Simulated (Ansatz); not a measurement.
ZrClF₃, relaxed as a singlet with RKS PBE-D4/def2-SVP in Ansatz, starting from the GFN2-xTB geometry. Force threshold 0.02 eV/Å.

In the def2 sets Zr takes a core potential; there is no spin–orbit coupling.

Start:

```xyz
5

Zr    0.146    0.059   -0.032
Cl   -1.890   -0.771    0.415
F     1.170   -1.399   -0.489
F     0.685    0.872    1.528
F    -0.111    1.238   -1.421
```

(1) Estimate the energy that the relaxation releases and the steps that it takes.

(2) Does the start keep its bonding and symmetry?

(3) Predict the relaxed structure.

Results:

(1) 0.38 eV, in 4 steps; 6 s on 4 threads of Arm Neoverse V1 on a shared host. No frequencies were taken in this run, so the end may be a saddle point.

(2) By distances, no bond broke or formed. The bond that changes most is Zr1–Cl2, from 2.24 to 2.35 Å (atoms count from 1). Point group C3v at the start, C3v at the end, both within 0.05 Å.

(3) 
```xyz
5

Zr    0.074    0.030   -0.016
Cl   -2.062   -0.841    0.452
F     1.255   -1.378   -0.510
F     0.767    0.910    1.522
F    -0.034    1.279   -1.448
```
Bond lengths: 3 × F–Zr 1.90 Å; 1 × Cl–Zr 2.35 Å.
